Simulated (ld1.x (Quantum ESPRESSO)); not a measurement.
## Building the TM potential for gallium (Ga) (Wu–Cohen, fully relativistic).

```json
{
  "Element": "Ga (Z = 31)",
  "Generator": "ld1.x (Quantum ESPRESSO) 7.5",
  "Type": "norm-conserving Troullier–Martins (Kleinman–Bylander form)",
  "Functional": "Wu–Cohen",
  "Relativity": "fully relativistic",
  "Frozen core": "[Ar]",
  "Valence charge": "13",
  "Reference configuration": "3d10 4s2 4p1",
  "Partial waves": "4s (bound): rc 1.55 bohr; 3d (bound): rc 1.00 bohr; 4p (bound): rc 2.75 bohr",
  "Local potential": "the p channel",
  "Core correction": "Bessel-smoothed model core inside 0.85 bohr"
}
```

Open shells are filled in proportion to 2j + 1 (rel_dist='average').

All-electron outer shells of the reference configuration (Wu–Cohen, scalar-relativistic, ld1.x):

```tsv
shell	level (eV)	outermost node (bohr)	outermost maximum (bohr)
3s	-147.85	0.27	0.56
3p	-98.74	0.24	0.56
3d	-19.15	–	0.53
4s	-8.99	0.81	1.90
4p	-2.56	0.87	2.53
```

What the tests gave:

```json
{
 "Cutoffs needed": "260 Ry and over 300 Ry (the cutoffs (Ry, on a coarse ladder) from which the occupation-weighted sum of valence levels, in a spherical-Bessel basis at the reference potential, stays within 10 and 1 mRy of its value at 400 Ry)",
 "Ghost test": "ghost state, extra bound levels that the all-electron valence spectrum of the same l lacks: s at -1999.4 eV; a true bound ghost makes a file unfit for plane-wave use (spherical-Bessel basis up to 400 Ry, 20 bohr box)",
 "Configuration tests": "5 of 7 tests not solved or not reliable"
}
```

Generation and tests took about 1.8 s on one core of a shared server CPU.
